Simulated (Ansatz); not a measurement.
Born–Oppenheimer molecular dynamics of BClFH4NO (9 atoms, charge 0, multiplicity 1). It starts at the highest image of a converged band. Of that band: The profile has 2 maxima (images 3, 5) with wells between them (image 4): this band takes more than one step, which may be the mechanism or a detour left from its start path. A vibrational analysis at the climbing image gives one clearly imaginary mode, 930i cm⁻¹: a first-order saddle point.

Level of theory: Ansatz, RKS r2SCANh-D4/def2-SVP.

| Item | Value |
| --- | --- |
| ensemble | NVE (velocity Verlet) |
| time step | 0.5 fs |
| steps asked | 200 |
| starting velocities drawn for | 300 K |
| seed | 6247 |

First frame:

```xyz
9
Properties=species:S:1:pos:R:3
B 0.013 0.317 -0.106
F 0.095 -0.095 1.548
N 1.214 0.128 -0.821
H 1.397 -0.762 -1.260
H 2.055 0.598 -0.515
Cl -1.505 -0.444 -0.718
O -0.200 1.721 0.445
H -1.098 2.022 0.254
H -0.139 1.056 1.424
```

Task: How far do the bonds stretch over the last three quarters of this one trajectory? (Pairs bonded in most of those frames.)

Result: 
```tsv
bond	mean (Å)	spread (Å)	shortest	longest
B1–N3	1.397	0.017	1.37	1.43
B1–Cl6	1.806	0.037	1.74	1.85
B1–O7	1.369	0.019	1.34	1.40
F2–H9	0.925	0.020	0.90	0.96
N3–H4	1.010	0.006	1.00	1.02
N3–H5	1.012	0.009	1.00	1.03
O7–H8	0.967	0.027	0.92	1.01
```

Mean temperature of the second half: 841 K. The conserved energy stayed within 0.22 meV per atom of its start (net change 0.17 meV per atom), so the integration is sound. The kinetic energy rose, since the run started high on the potential surface and went downhill. It ends in pieces (BClH3NO + FH), so much of that is their flight and rotation, not heat. A run of 0.1 ps of so small a system gives no equilibrium averages. The orbitals stay closed-shell, which can raise the energy where a bond breaks towards radicals; this wasn't checked here.

Time of the run: 7.6 min on 4 threads of Intel(R) Xeon(R) Platinum 8259CL CPU @ 2.50GHz (Skylake/Cascade Lake), with other jobs on the host, peak memory 0.26 GiB.
